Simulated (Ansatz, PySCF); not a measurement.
Process, species as SMILES: ClI + [H][H] (H2) -> Cl (HCl) + I (HI)
Each molecule is optimised on its own at B3LYP-D3(BJ)/def2-TZVP (Ansatz, a first-principles code).
Geometry of the first species:
```xyz
2

Cl     0.0000     0.0000    -1.7753
I      0.0000     0.0000     0.5694
```
Charge 0, spin multiplicity 1.

Property: energy of full hydrogenation (enthalpy at 298 K, with B3LYP-D3(BJ) rigid-rotor harmonic-oscillator terms from PySCF), in kJ/mol. Correlated levels leave the core frozen unless marked. Spin-orbit coupling is left out. Frozen are the shells of the preceding noble gas and the d and f shells that filled before the atom's block. In def2 rows, elements after Kr have scalar-relativistic effective core potentials. Basis-set limits of correlation are two-point, X^-3; Hartree-Fock from the larger set.

```
level                                        program  energy of full hydrogenation (kJ/mol)
------------------------------------  --------------  -------------------------------------
B3LYP-D4/def2-TZVPD                   Ansatz + dftd4                                    ___
BHLYP-D3(BJ)/def2-TZVPD               Ansatz + dftd3                                  -92.1
MN15-D3(BJ)/def2-TZVPD                 PySCF + dftd3                                    ___
wB97M-V/def2-TZVPD                            Ansatz                                  -91.3
CCSD(T)/CBS(def2-TZVPPD,def2-QZVPPD)          Ansatz                                  -89.9
```

Complete the blanks.


- B3LYP-D4/def2-TZVPD, energy of full hydrogenation (kJ/mol): -80.5
- MN15-D3(BJ)/def2-TZVPD, energy of full hydrogenation (kJ/mol): -86.6
